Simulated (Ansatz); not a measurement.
C3H10OSi can be A, `C[Si](C)(C)O`, or B, `CCO[SiH2]C`.

Computed with Ansatz on PBE0-D4/def2-TZVP structures; ΔE is electronic, products minus reactants. CCSD(T)/CBS is the MP2 limit (def2-TZVPP, def2-QZVPP) plus CCSD(T) − MP2 in def2-TZVPP, frozen cores. Functionals use def2-TZVPP. B3LYP here is the variant with VWN-RPA as its local correlation; programs differ in this. Each species was taken in one conformer, which may not be the lowest.

**Question.** Which is lower in electronic energy at CCSD(T)/CBS, and by how much? (An estimate is asked.)

**Answer.** The calculation gave: A, by 139.1 kJ/mol.

**Question.** Give E(B) − E(A) in kJ/mol with B3LYP, ωB97M-V, PBE-D4, B3LYP-D4, B2PLYP, CCSD(T)/def2-TZVPP, PBE0-D4. (Best estimate.)

**Answer.** The calculation gave: B3LYP 127.0, ωB97M-V 139.5, PBE-D4 136.5, B3LYP-D4 131.0, B2PLYP 132.3, CCSD(T)/def2-TZVPP 134.9, PBE0-D4 137.9. None reverses the order clearly.

Largest T1 diagnostic: 0.010.

The D4 term adds +4.0 kJ/mol with B3LYP and +2.3 kJ/mol with PBE0; it sums over pairs of atoms, weighted by their polarisabilities, and B3LYP, whose exchange is more repulsive, gets the larger term. In def2-TZVPP, CCSD(T) changes the Hartree–Fock value by +20.5 kJ/mol (the triples alone add +1.7 kJ/mol) and MP2 by +29.1 kJ/mol.
